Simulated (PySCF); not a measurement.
[MoBr6]3- holds Mo(III), d3, at total charge -3. The structure is a PBE0-D3(BJ)/def2-SVP, IEF-PCM water geometry optimised for multiplicity 4; coordination octahedral, point group Oh, metal–donor distances 2.63 Å.

The d shell alone is too small an active space for [MoBr6]3- (an active orbital has only 0.69 squared overlap with the free ion's shell): its levels, fitted parameters, g values and moments show what this model gives and aren't sound predictions.

Method (PySCF 2.14, density fitting): CASSCF(3,5) with orbitals averaged over all microstates of the shell, strongly contracted NEVPT2 on the averaged canonical orbitals; basis x2c-TZVPall on the metal, x2c-SVPall elsewhere; spin-free X2C; IEF-PCM water; spin-orbit coupling by state interaction with the mean-field operator over all roots.

CASSCF energies above the lowest CASSCF root:

| state | CASSCF / cm⁻¹ |
| --- | --- |
| 4A2g | 0 |
| 2Eg | 13260 |
| 2T1g | 13819 |
| 4T2g | 16880 |
| 2T2g | 20210 |
| 4T1g | 23284 |
| 2A1g | 27486 |
| 2T2g | 28669 |
| 2T1g | 29756 |
| 2Eg | 31436 |
| 2T1g | 33567 |
| 4T1g | 37075 |
| 2T2g | 38810 |
| 2A2g | 40176 |
| 2T1g | 45680 |
| 2T2g | 46657 |
| 2Eg | 48832 |
| 2T1g | 51662 |
| 2T2g | 64036 |
| 2Eg | 67623 |

Question: How does dynamic correlation (SC-NEVPT2) move these states?

Answer: 
```tsv
state	NEVPT2 / cm⁻¹	shift / cm⁻¹
4A2g	0	0
2Eg	11689	-1571
2T1g	12146	-1673
4T2g	19625	+2745
2T2g	18170	-2041
4T1g	24921	+1637
2A1g	28968	+1482
2T2g	29776	+1107
2T1g	30690	+934
2Eg	32014	+579
2T1g	33652	+86
4T1g	40691	+3616
2T2g	37118	-1691
2A2g	38444	-1732
2T1g	48950	+3269
2T2g	48966	+2309
2Eg	46803	-2029
2T1g	52546	+883
2T2g	61746	-2291
2Eg	69666	+2043
```

No frequencies were computed for the optimised geometry. Charge-transfer states lie outside this active space and may come lower than some of these levels. NEVPT2 lifts 4T2g from 16880 to 19625 cm⁻¹; on the d shell alone it tends to overshoot states that fill the eg-type orbitals. NEVPT2 on the d shell alone tends to put d–d bands too high for such charged or covalently bound ions.
